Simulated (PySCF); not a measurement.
Hf(OH)4 (H4HfO4), SMILES [OH][Hf]([OH])([OH])[OH], multiplicity 1.

Geometry optimised at B3LYP-D3(BJ)/def2-SVP. The multiplicity is an assumed one; no other spin state was optimised. The isomer is the one that the SMILES or the coordinates give; other isomers of the formula were not compared. The def2 effective core potentials stand for the cores of Hf; spin–orbit coupling is left out. Other conformers were not sampled.

Calculation: CAM-B3LYP/def2-TZVP (PySCF).

Symmetry labels are those of the subgroup D2 that the program uses (full group Td).

List the valence orbital energies around the gap with their symmetry. (Estimate from the structure and the level; the computed values follow.)


| orbital | symmetry | energy (eV) |
|---|---|---|
| HOMO−7 | A | -11.22 |
| HOMO−6 | A | -11.22 |
| HOMO−5 | B1 | -10.59 |
| HOMO−4 | B2 | -10.59 |
| HOMO−3 | B3 | -10.59 |
| HOMO−2 | B1 | -9.91 |
| HOMO−1 | B2 | -9.91 |
| HOMO | B3 | -9.91 |
| LUMO | A | 0.74 |
| LUMO+1 | B1 | 2.34 |
| LUMO+2 | B2 | 2.34 |
| LUMO+3 | B3 | 2.34 |
